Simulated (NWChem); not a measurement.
System: CClF2 cation

The following NWChem deck was run.

```
start job
memory heap 200 mb stack 900 mb global 1100 mb
charge 1
geometry units angstroms noautosym nocenter noautoz
  F     -0.000289     1.047459    -1.067724
  C      0.001959     0.381208     0.000000
  F     -0.000289     1.047459     1.067724
  Cl    -0.000047    -1.248074     0.000000
end
basis spherical
  * library 6-311g**
end
dft
  xc b3lyp
  iterations 150
end
tddft
  cis
  ecut -98.0
  nroots 6
  notriplet
end
task tddft energy
```

Output (shortened):

```
             Northwest Computational Chemistry Package (NWChem) 7.3.0
             --------------------------------------------------------

                             Geometry "geometry" -> ""
                             -------------------------

 Output coordinates in angstroms (scale by  1.889725989 to convert to a.u.)

  No.       Tag          Charge          X              Y              Z
 ---- ---------------- ---------- -------------- -------------- --------------
    1 F                    9.0000    -0.00028900     1.04745900    -1.06772400
    2 C                    6.0000     0.00195900     0.38120800     0.00000000
    3 F                    9.0000    -0.00028900     1.04745900     1.06772400
    4 Cl                  17.0000    -0.00004700    -1.24807400     0.00000000

 Effective nuclear repulsion energy (a.u.)     162.5718680494

                                 NWChem DFT Module
                                 -----------------

 Summary of "ao basis" -> "ao basis" (spherical)
 ------------------------------------------------------------------------------
       Tag                 Description            Shells   Functions and Types
 ---------------- ------------------------------  ------  ---------------------
 F                          6-311g**                 8       18   4s3p1d
 C                          6-311g**                 8       18   4s3p1d
 Cl                         6-311g**                12       26   6s5p1d

            General Information
            -------------------
          SCF calculation type: DFT
          Wavefunction type:  closed shell.
          No. of atoms     :     4
          No. of electrons :    40
           Alpha electrons :    20
            Beta electrons :    20
          Charge           :     1
          Spin multiplicity:     1
          Use of symmetry is: off; symmetry adaption is: off
          Maximum number of iterations: 150
          AO basis - number of functions:    80
                     number of shells:    36
          Convergence on energy requested:  1.00D-06
          Convergence on density requested:  1.00D-05
          Convergence on gradient requested:  5.00D-04

              XC Information
              --------------
                         B3LYP Method XC Potential
                     Hartree-Fock (Exact) Exchange  0.200
                        Slater Exchange Functional  0.800 local
                    Becke 1988 Exchange Functional  0.720 non-local
              Lee-Yang-Parr Correlation Functional  0.810
                  VWN I RPA Correlation Functional  0.190 local

[...]

                                NWChem TDDFT Module
                                -------------------

            General Information
            -------------------
           No. of orbitals :     160
            Alpha orbitals :      80
             Beta orbitals :      80
        Alpha frozen cores :       0
         Beta frozen cores :       0
     Alpha frozen virtuals :       0
      Beta frozen virtuals :       0
         Spin multiplicity :       1
    Number of AO functions :      80
        Use of symmetry is : off
      Symmetry adaption is : off
         Schwarz screening :  0.10D-07

              XC Information
              --------------
                  B3LYP Method XC Potential
              Hartree-Fock (Exact) Exchange   0.20
                 Slater Exchange Functional   0.80 local
             Becke 1988 Exchange Functional   0.72 non-local
       Lee-Yang-Parr Correlation Functional   0.81
           VWN I RPA Correlation Functional   0.19 local

             TDDFT Information
             -----------------
          Calculation type : Tamm-Dancoff TDDFT
         Wavefunction type : Restricted singlets
          No. of electrons :      40
           Alpha electrons :      20
            Beta electrons :      20
              No. of roots :       6
          Max subspacesize :    5200
            Max iterations :     100
               Target root :       1
           Target symmetry : none
             Energy Cutoff :-0.98D+02
      Symmetry restriction : off
                 Algorithm : Optimal
        Davidson threshold :  0.10D-03

    6 smallest eigenvalue differences (eV)
--------------------------------------------------------
  No. Spin  Occ  Vir  Irrep   E(Occ)    E(Vir)   E(Diff)
--------------------------------------------------------
    1    1    1   21 a      -101.905    -0.393  2762.308
    2    1    1   22 a      -101.905    -0.259  2765.934
    3    1    1   23 a      -101.905    -0.121  2769.701
    4    1    1   24 a      -101.905    -0.109  2770.017
    5    1    1   25 a      -101.905     0.035  2773.931
    6    1    1   26 a      -101.905     0.046  2774.234
--------------------------------------------------------

  Entering Davidson iterations
  Restricted singlet excited states

  Iter   NTrls   NConv    DeltaV     DeltaE      Time
  ----  ------  ------  ---------  ---------  ---------
    1      6       0     0.11E+00   0.10+100        8.0
    2     12       0     0.20E-01   0.33E-02        7.8
    3     18       2     0.14E-02   0.26E-04        8.1
    4     22       6     0.78E-04   0.38E-07        7.2
  ----  ------  ------  ---------  ---------  ---------
  Convergence criterion met

  Ground state a        -697.689332233279 a.u.

  ----------------------------------------------------------------------------
  Root   1 singlet a            101.441294140 a.u.             2760.3592 eV
  ----------------------------------------------------------------------------
     Transition Moments    X  0.00589   Y  0.00004   Z  0.00000
     Dipole Oscillator Strength                    0.0023456278
     Electric Quadrupole                           0.0010633244
     Magnetic Dipole                               0.0017461674
     Total Oscillator Strength                     0.0051551196

[...]
```

Level: B3LYP/6-311G** (spherical d), restricted-window TDA. Coordinates come from a B3LYP/6-31G* (spherical d) optimisation. The quadrupole and magnetic terms of the printed total strengths depend on the origin.
